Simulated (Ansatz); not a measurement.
Computed with Ansatz.

Basis-set series for CH3BrClSi, SMILES `C[Si](Cl)Br` radical. The species carries charge 0 and has multiplicity 2. Geometry: relaxed with PBE0-D4/def2-TZVP.

Z-matrix (Å, degrees):
```
C
Si 1 1.865
H 1 1.091 2 110.1
H 1 1.092 2 109.9 3 120.5
H 1 1.093 2 109.4 3 -119.8
Cl 2 2.058 1 108.9 3 179.5
Br 2 2.226 1 109.4 3 60.2
```

| functional | basis | functions | energy (Eh) | HOMO (eV) | LUMO (eV) |
| --- | --- | --- | --- | --- | --- |
| PBE0-D4 | def2-SVP | 97 | -3362.63707 | -6.31 | -2.77 |
| PBE0-D4 | def2-TZVPP | 205 | -3363.25784 | -6.39 | -2.81 |
| ωB97M-V | def2-SVP | 97 | -3363.03701 | -8.03 | -1.15 |
| ωB97M-V | def2-TZVPP | 205 | -3363.65734 | -8.13 | -1.24 |

Problem. Give the rows for def2-QZVPP. (Estimate.)

Solution. The calculation gave: 
| functional | basis | functions | energy (Eh) | HOMO (eV) | LUMO (eV) |
| --- | --- | --- | --- | --- | --- |
| PBE0-D4 | def2-QZVPP | 376 | -3363.33605 | -6.41 | -2.85 |
| ωB97M-V | def2-QZVPP | 376 | -3363.73247 | -8.16 | -1.32 |

HOMO and LUMO are taken over both spins. Scalar relativity is left out up to krypton.
